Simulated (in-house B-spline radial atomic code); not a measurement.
The numbers below are computed, except where a source is named.
**He in an electron gas of r_s = 1.5: phase shifts, screening and friction**

A nucleus sits in a uniform electron gas with a rigid positive background. The Kohn-Sham equations are solved self-consistently in the spin-unpolarised LDA (PW92), non-relativistic, on B-splines with outgoing waves at the boundary and partial waves to l = 8. The model has no lattice, no bands and no magnetic solution. Atomic units; δ_l are the phase shifts at the Fermi level, counted so that each bound state adds π, and good to about 0.0005.

The density parameter is r_s = 1.5 bohr.

| l | δ_l (rad) |
| --- | --- |
| 0 | 1.6867 |
| 1 | 0.3086 |
| 2 | 0.0693 |
| 3 | 0.0170 |
| 4 | 0.0045 |
| 5 | 0.0012 |
| 6 | 0.0003 |
| 7 | 0.0000 |
| 8 | 0.0000 |

Bound levels below the band bottom (hartree): s -0.2786.

Check the Friedel sum rule, and say where the screening charge sits.

k_F = (9π/4)^(1/3)/r_s = 1.27944. The rule is Z = (2/π) Σ (2l + 1) δ_l. The terms are s 1.074, p 0.589, d 0.221, f 0.076 and 0.037 beyond, in all 1.996 against Z = 2. Bound states hold 2 s, 0 p, 0 d electrons, so the scattering states carry 0.00 in all; where a term is smaller than its bound count, the bound level has drawn weight out of the band.

Find the transport cross section and the electronic stopping of a 5 keV He ion (mass 4.0 u).

σ_tr = (4π/k_F²) Σ (l + 1) sin²(δ_l − δ_(l+1)). The terms for l = 0 to 3 are 0.9633, 0.1124, 0.0082, 0.0006, all together 1.0846, so σ_tr = 7.677 × 1.0846 = 8.326 bohr². With n = 3/(4π r_s³) = 0.07074, the friction coefficient is Q = n k_F σ_tr = 0.7535. For v well below v_F = 1.279, dE/dx = Q v; with 24801 eV per u at v = 1, v = √(5000/(24801 × 4.0)) = 0.2245, so dE/dx = 0.16916 hartree/bohr = 87 eV/nm. The largest term couples the s and p waves.
